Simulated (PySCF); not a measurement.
Excitations are Tamm–Dancoff values on a coarser integration grid. The basis has no diffuse functions, so Rydberg states are missing or too high.

# C10H8SSi, SMILES `C#Cc1cc2cccc([SiH3])c2s1` (charge 0, multiplicity 1)

The numbers are results of PBE-D3(BJ)/def2-TZVP // PBE-D3(BJ)/def2-SVP (PySCF), not measurements.

HOMO: -5.60 eV
dipole moment: 1.32 D
HOMO–LUMO gap: 3.11 eV
LUMO: -2.49 eV
S1 excitation (TDA): 3.81 eV
S1 oscillator strength: 0.032
brightest of the four lowest singlets (TDA): 4.49 eV
T1 excitation (TDA): 2.70 eV
S1–T1 gap (TDA): 1.10 eV
total energy: -29194.23 eV
cost: very roughly 24 core-minutes

Bond lengths (Å): C1–C2 1.227, C1–H13 1.081, C2–C3 1.412, C3–C4 1.386, C3–S12 1.772, C4–C5 1.433, C4–H14 1.098, C5–C6 1.416, C5–C11 1.431, C6–C7 1.394, C6–H15 1.101, C7–C8 1.414, C7–H16 1.100, C8–C9 1.408, C8–H17 1.101, C9–Si10 1.887, C9–C11 1.415, Si10–H18 1.505, Si10–H19 1.505, Si10–H20 1.503, C11–S12 1.751. Angles (°): C2–C1–H13 179.5, C1–C2–C3 179.1, C2–C3–C4 128.5, C2–C3–S12 119.7, C4–C3–S12 111.8, C3–C4–C5 113.3, C3–C4–H14 122.3, C5–C4–H14 124.3, C4–C5–C6 129.2, C4–C5–C11 112.2, C6–C5–C11 118.6, C5–C6–C7 119.5, C5–C6–H15 119.7, C7–C6–H15 120.8, C6–C7–C8 120.8, C6–C7–H16 119.8, C8–C7–H16 119.4, C7–C8–C9 122.0, C7–C8–H17 118.9, C9–C8–H17 119.1, C8–C9–Si10 121.2, C8–C9–C11 116.5, Si10–C9–C11 122.3, C9–Si10–H18 110.6, C9–Si10–H19 110.6, C9–Si10–H20 108.6, H18–Si10–H19 107.8, H18–Si10–H20 109.7, H19–Si10–H20 109.7, C5–C11–C9 122.7, C5–C11–S12 111.2, C9–C11–S12 126.1, C3–S12–C11 91.5.
